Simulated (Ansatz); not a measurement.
Ansatz (a quantum-chemistry and plane-wave program) input (CCSD(T)/aug-cc-pV(D+d)Z):
A basis named .json is the Basis Set Exchange file of that set.

Ansatz 0.2 input:
```yaml
crystal:
  periodic: [false, false, false]
  atoms:
    - {symbol: Si, position_ang: [-0.26682545, -0.07761902, -1.21712439]}
    - {symbol: N, position_ang: [-1.41905552, 0.74388624, -0.05005763]}
    - {symbol: Si, position_ang: [-2.26084849, -0.07414711, 1.17620804]}
    - {symbol: N, position_ang: [1.38231310, 0.48592388, -0.64525990]}
    - {symbol: Si, position_ang: [2.49244555, -0.51407112, 0.16036731]}
    - {symbol: H, position_ang: [-0.40597029, 0.98150560, -2.32921751]}
    - {symbol: H, position_ang: [-1.41589293, 1.75440610, 0.01642152]}
    - {symbol: H, position_ang: [-1.43528151, -0.74331081, 2.22948305]}
    - {symbol: H, position_ang: [-3.16902344, -1.14315122, 0.67066117]}
    - {symbol: H, position_ang: [-3.12740004, 0.89760618, 1.92279581]}
    - {symbol: H, position_ang: [1.58352660, 1.47809702, -0.61979567]}
    - {symbol: H, position_ang: [2.05813151, -1.07880222, 1.47596369]}
    - {symbol: H, position_ang: [2.92379715, -1.69845090, -0.63633004]}
    - {symbol: H, position_ang: [3.73850751, 0.26515073, 0.46492736]}
basis:
  gaussian:
    orbitals: aug-cc-pV_D+d_Z.json
total_charge: -1
magnetization: {spin_polarized: false}
correlation: {method: ccsd_t, electrons: outside_noble_gas}
output: {forces: true}
```

End of the output:

```
1.30 GiB of device memory are held for the factors and their scratch space
mean field: 1.59 GiB planned
mean field evaluation 1: about -26691.1906 eV, gradient 3.7e1 eV
mean field evaluation 2: about -26691.2722 eV, gradient 3.7e1 eV
mean field evaluation 4: about -26695.1646 eV, gradient 4.8e0 eV
mean field evaluation 8: about -26695.2626 eV, gradient 1.9e-1 eV
mean field evaluation 16: about -26694.0750 eV, gradient 2.0e1 eV
mean field -26695.26305701 eV, -981.0328226460 hartree, gradient 3.5e-6 eV, S^2 0.000000; 0 other end points of the search recorded, 0 dependent functions left out
17 core orbitals not correlated
reference -26695.26305701 eV, -981.0328226460 hartree; 16, 16 occupied and 190, 190 virtual orbitals, 2251 factors
densities: 9.30 GiB planned
second order -19.09059490 eV of doubles, -0.00000000 eV of singles
coupled cluster: 6.92 GiB planned
cycle   1  -20.27234140 eV  change    -1.2e0 eV  update   1.2e-1
cycle   2  -20.94573865 eV  change   -6.7e-1 eV  update   3.8e-2
cycle   3  -21.09376458 eV  change   -1.5e-1 eV  update   2.0e-2
cycle   4  -21.08445249 eV  change    9.3e-3 eV  update   5.1e-3
cycle   5  -21.08180174 eV  change    2.7e-3 eV  update   2.6e-3
cycle   6  -21.08236012 eV  change   -5.6e-4 eV  update   9.3e-4
cycle   7  -21.08214780 eV  change    2.1e-4 eV  update   4.7e-4
cycle   8  -21.08204715 eV  change    1.0e-4 eV  update   2.0e-4
cycle   9  -21.08210659 eV  change   -5.9e-5 eV  update   9.1e-5
cycle  10  -21.08212260 eV  change   -1.6e-5 eV  update   3.7e-5
cycle  11  -21.08209851 eV  change    2.4e-5 eV  update   1.8e-5
cycle  12  -21.08210762 eV  change   -9.1e-6 eV  update   8.2e-6
cycle  13  -21.08210980 eV  change   -2.2e-6 eV  update   3.0e-6
perturbative correction -0.73046254 eV, -0.0268440033 hartree
the calculation of the forces begins
1.30 GiB of device memory are held for the factors and their scratch space
Total energy: -26717.07562935 eV, -981.8344198944 hartree
Atom 0 at    -0.266825    -0.077619    -1.217124 Å, force    -0.113573    -0.305869    -0.401785 eV/Å
Atom 1 at    -1.419056     0.743886    -0.050058 Å, force     0.061111     0.154954    -0.276789 eV/Å
Atom 2 at    -2.260848    -0.074147     1.176208 Å, force    -0.337295    -0.307625     0.480349 eV/Å
Atom 3 at     1.382313     0.485924    -0.645260 Å, force    -0.141071     0.174848    -0.231069 eV/Å
Atom 4 at     2.492446    -0.514071     0.160367 Å, force     0.444486    -0.380333     0.311723 eV/Å
Atom 5 at    -0.405970     0.981506    -2.329218 Å, force    -0.006553     0.011405    -0.035319 eV/Å
Atom 6 at    -1.415893     1.754406     0.016422 Å, force     0.021776     0.411100    -0.000002 eV/Å
Atom 7 at    -1.435282    -0.743311     2.229483 Å, force     0.082131    -0.060426     0.088243 eV/Å
Atom 8 at    -3.169023    -1.143151     0.670661 Å, force    -0.070723    -0.091620    -0.051646 eV/Å
Atom 9 at    -3.127400     0.897606     1.922796 Å, force    -0.065603     0.074754     0.056497 eV/Å
Atom 10 at     1.583527     1.478097    -0.619796 Å, force     0.052548     0.408009    -0.006223 eV/Å
Atom 11 at     2.058132    -1.078802     1.475964 Å, force    -0.048852    -0.049391     0.115684 eV/Å
Atom 12 at     2.923797    -1.698451    -0.636330 Å, force     0.026993    -0.099885    -0.072766 eV/Å
Atom 13 at     3.738508     0.265151     0.464927 Å, force     0.094624     0.060078     0.023103 eV/Å
Dipole moment:     0.165858     0.554272     0.539724 e Å
```

It need not be the lowest isomer of its formula. Whether it binds its extra electron was not tested at this geometry.
